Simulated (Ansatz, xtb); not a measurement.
**Relative energy of two isomers of C5H7FO2**

We compare I, `CC(=O)[C@@H]1O[C@H]1CF`, a singlet, with II, `C/C(O)=C1\O[C@@H]1CF`, a singlet. Both are isolated molecules in the gas phase, relaxed with PBE0-D3(BJ)/def2-SVP; each stands in its lowest conformer found.

Quicker runs give these differences E(II) − E(I): GFN2-xTB +11.2 kcal/mol; HF/STO-3G +25.3 kcal/mol (at GFN2-xTB geometries); r2SCAN-D4/def2-SVP +22.1 kcal/mol (at GFN2-xTB geometries).

Estimate E(II) − E(I) at the level CCSD(T)/def2-SVP + ΔMP2/def2-TZVPP.

Calculated at CCSD(T)/def2-SVP + ΔMP2/def2-TZVPP: E(II) − E(I) = +22.5 kcal/mol, so structure I lies lower.

The same difference at several levels:

```csv
level,geometry,E(II) − E(I) (kcal/mol),departure from the last row (kcal/mol),"job, with rough time for the two"
GFN2-xTB,GFN2-xTB,+11.2,−11.3,"optimisation, 0.61 s"
HF/STO-3G,GFN2-xTB,+25.3,+2.7,"single point, 1 s"
r2SCAN-D4/def2-SVP,GFN2-xTB,+22.1,−0.5,"single point, 13 s"
PBE0-D3(BJ)/def2-SVP,PBE0-D3(BJ)/def2-SVP,+21.6,−0.9,"optimisation, 4.6 min"
HF/def2-SVP,PBE0-D3(BJ)/def2-SVP,+27.0,+4.4,part of the CCSD(T) run
MP2/def2-SVP,PBE0-D3(BJ)/def2-SVP,+24.9,+2.3,part of the CCSD(T) run
CCSD(T)/def2-SVP,PBE0-D3(BJ)/def2-SVP,+24.8,+2.2,single point
CCSD(T)/def2-SVP + ΔMP2/def2-TZVPP,PBE0-D3(BJ)/def2-SVP,+22.5,,"single point, 5.8 min"
```

As drawn, II has 1 C–O, 1 C=C, 1 O–H in place of 1 C–C, 1 C=O, 1 C–H.

The levels shown agree on the order. The largest departure from CCSD(T)/def2-SVP + ΔMP2/def2-TZVPP is that of GFN2-xTB, 11.3 kcal/mol. The last row adds to CCSD(T) the change of the MP2 difference between the two basis sets, here −2.2 kcal/mol.

With thermal terms from frequencies at re-optimised GFN2-xTB minima (ideal gas, soft modes damped towards free rotors, one conformer each, 298.15 K, 1 atm): on the last row, ΔE + ΔZPE = +22.4, ΔH = +22.6, ΔG = +22.4 kcal/mol.

The correlated steps freeze 8 core orbitals. Codes used: Ansatz 0.2.0, xtb 6.7.1; the last row on 2 threads of Arm Neoverse N1 on a shared host.
